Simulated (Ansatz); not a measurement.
`FBB(F)F` + NH₃ → `NBF` + `FBF` at 400 K and 1 bar (cleavage of the B–B bond).

Program: Ansatz. Geometries: PBE0-D4/def2-TZVP. ΔE: electronic, gas phase. CCSD(T)/CBS is the MP2 limit (def2-TZVPP, def2-QZVPP) plus CCSD(T) − MP2 in def2-TZVPP, frozen cores. This one scheme is used for every species. One conformer a species, not always the lowest.

| species | CCSD(T)/CBS energy (Eh) | H − E (kJ/mol) | S (J/(mol·K)) |
| --- | --- | --- | --- |
| `FBB(F)F` | -349.71808 | 89.8 | 341.3 |
| NH₃ | -56.50880 | 104.2 | 203.1 |
| `NBF` | -181.19761 | 130.1 | 274.9 |
| `FBF` | -225.09427 | 62.5 | 257.9 |

H − E and S are ideal-gas, rigid-rotor, harmonic terms from PBE0-D4/def2-TZVP, for one conformer and one mirror image of each species. 1 Eh = 2625.50 kJ/mol, R = 8.31446 J/(mol·K).

**Question.** By hand: ΔE, ΔH, ΔS and ΔG.

**Answer.** ΔE = (-181.19761) + (-225.09427) − (-349.71808) − (-56.50880) = -0.06500 Eh = -170.7 kJ/mol. Δ(H − E) = 130.1 + 62.5 − 89.8 − 104.2 = -1.4, so ΔH = -172.1 kJ/mol. ΔS = 274.9 + 257.9 − 341.3 − 203.1 = -11.6 J/(mol·K). ΔG = -172.1 − 400 × (-11.6)/1000 = -167.5 kJ/mol.

**Question.** By hand: the equilibrium constant, and the temperature at which ΔG would vanish if ΔH and ΔS stayed fixed.

**Answer.** log₁₀ K = −ΔG/(RT ln 10) = 21.9. ΔG = 0 at ΔH/ΔS = 14836 K, far beyond where these terms or the molecules hold.

The number of gas molecules stays the same, so ΔS is small and ΔH decides. A doubt of 5 kJ/mol in ΔE shifts log₁₀ K by 0.7 here. Other conformers and mirror images would add mixing entropy, several J/(mol·K) or more a flexible species. Modes under 60 cm⁻¹, often nearly free rotors, make the harmonic entropy too high. These are equilibria of isolated gas molecules and say nothing of rates. Largest T1 diagnostic: 0.014 (customary marks: 0.02 for closed shells, 0.045 for open ones).
